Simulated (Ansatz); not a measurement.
Relaxation of Cl₅FW (7 atoms, charge 0, multiplicity 1), to a largest force component of 0.02 eV/Å in at most 40 steps.

Computed with RHF/def2-SVP in Ansatz 0.2.0.

```xyz
7
Properties=species:S:1:pos:R:3
W 0.000 0.000 0.000
Cl 0.000 0.000 2.390
F 1.850 0.000 0.000
Cl 0.000 2.390 0.000
Cl -2.390 0.000 0.000
Cl 0.000 -2.390 0.000
Cl 0.000 0.000 -2.390
```

Q: Where does it end, and by what steps?

A: It converged. After 4 steps the energy has fallen by 0.489 eV; Cl2 moved furthest, 0.09 Å.

```json
{"step": "0", "energy less start (eV)": "0.0000", "largest force component (eV/Å)": "1.944", "accepted": "yes"}
{"step": "1", "energy less start (eV)": "0.1452", "largest force component (eV/Å)": "2.832", "accepted": "no"}
{"step": "2", "energy less start (eV)": "-0.4883", "largest force component (eV/Å)": "0.069", "accepted": "yes"}
{"step": "3", "energy less start (eV)": "-0.4886", "largest force component (eV/Å)": "0.035", "accepted": "yes"}
{"step": "4", "energy less start (eV)": "-0.4886", "largest force component (eV/Å)": "0.005", "accepted": "yes"}
```

```xyz
7
Properties=species:S:1:pos:R:3
W -0.056 0.000 0.000
Cl 0.016 0.000 2.297
F 1.789 0.000 0.000
Cl 0.016 2.297 0.000
Cl -2.335 0.000 0.000
Cl 0.016 -2.297 0.000
Cl 0.016 0.000 -2.297
```

Whether the end is a true minimum wasn't checked by a vibrational analysis.

Time of the run: 19 s on 2 threads of Intel(R) Xeon(R) 6975P-C (Granite Rapids), with other jobs on the host, peak memory 0.51 GiB.
